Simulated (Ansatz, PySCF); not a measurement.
AlClH5NO2Si, SMILES [OH][Al]([OH])[NH][SiH2]Cl. Atoms are numbered in the order given.

```xyz
11

Si     1.3418     0.5372    -0.1143
Cl     2.2733    -0.4122     1.4882
N     -0.0928    -0.2553    -0.6173
Al    -1.7709     0.0622    -0.0794
O     -2.9663    -0.9807    -0.6701
O     -2.1609     1.3431     0.9572
H      0.9696     1.8982     0.3653
H      2.3560     0.5973    -1.2011
H      0.0437    -1.0828    -1.1949
H     -3.8965    -0.9263    -0.4488
H     -1.5576     1.9682     1.3595
```

Coordinates come from a PBE0-D3(BJ)/def2-SVP optimisation. The structure was generated by enumeration; whether it is a known compound was not checked. One conformer was computed; it need not be the lowest.

Two levels are set side by side: PBE-D3(BJ)/def2-SVP (Ansatz, an electronic-structure program) and PBE0-D3(BJ)/def2-SVP (Ansatz). Each level has its own optimised geometry; the coordinates shown are those of the second. Frequencies come from the Hessian of PySCF at each geometry. Differences are taken from unrounded values.

```tsv
quantity	PBE0-D3(BJ)
mean bond length (Å)	1.488
bond Si1–Cl2 (Å)	2.083
bond Si1–N3 (Å)	1.714
bond N3–Al4 (Å)	1.790
bond Al4–O5 (Å)	1.693
bond Al4–O6 (Å)	1.693
bond Si1–H7 (Å)	1.490
bond Si1–H8 (Å)	1.488
bond N3–H9 (Å)	1.018
bond O5–H10 (Å)	0.958
bond O6–H11 (Å)	0.957
highest harmonic wavenumber (cm⁻¹)	3998
mean harmonic wavenumber (cm⁻¹)	1030
zero-point energy (kcal/mol)	39.74
```

Question: What does PBE-D3(BJ) give, and how far is it from PBE0-D3(BJ)? (An estimate is asked for; the answer gives what the named calculation found.)

Answer: 
```
quantity                            PBE-D3(BJ)  PBE-D3(BJ) minus PBE0-D3(BJ)
----------------------------------  ----------  ----------------------------
mean bond length (Å)                     1.502                         0.013
bond Si1–Cl2 (Å)                         2.097                         0.015
bond Si1–N3 (Å)                          1.728                         0.014
bond N3–Al4 (Å)                          1.804                         0.014
bond Al4–O5 (Å)                          1.710                         0.017
bond Al4–O6 (Å)                          1.711                         0.018
bond Si1–H7 (Å)                          1.502                         0.012
bond Si1–H8 (Å)                          1.499                         0.011
bond N3–H9 (Å)                           1.027                         0.009
bond O5–H10 (Å)                          0.969                         0.012
bond O6–H11 (Å)                          0.969                         0.012
highest harmonic wavenumber (cm⁻¹)        3823                          -176
mean harmonic wavenumber (cm⁻¹)            993                           -37
zero-point energy (kcal/mol)             38.32                         -1.42
```

GGA bonds tend to be longer and softer than those of functionals with exact exchange. Differences between two approximate levels are no errors against the true value.
